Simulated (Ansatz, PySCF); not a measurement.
This triplet is an excited state, 2.72 eV above the relaxed singlet at the level composite: frozen-core CCSD(T) with HF/cc-pV5Z and the correlation energy extrapolated as X^-3 from cc-pVQZ and cc-pV5Z, plus CCSDT(Q) minus CCSD(T) in cc-pVDZ // PBE0-D3(BJ)/def2-TZVP (Ansatz, a quantum-chemistry and plane-wave program).

Cartesian coordinates (Å):
SMILES: F[Si]Cl
```xyz
3

F     -1.4519    -0.3722     0.0000
Si    -0.1963     0.6220     0.0000
Cl     1.6482    -0.2498     0.0000
```
Charge 0, spin multiplicity 3.

Task: Estimate the highest occupied spin orbital, dipole moment and total energy that PBE0-D3(BJ)/def2-TZVP (PySCF) returns for this input.

Result: 
- highest occupied spin orbital: -5.21 eV
- dipole moment: 1.02 D
- total energy: -849.2259 Ha
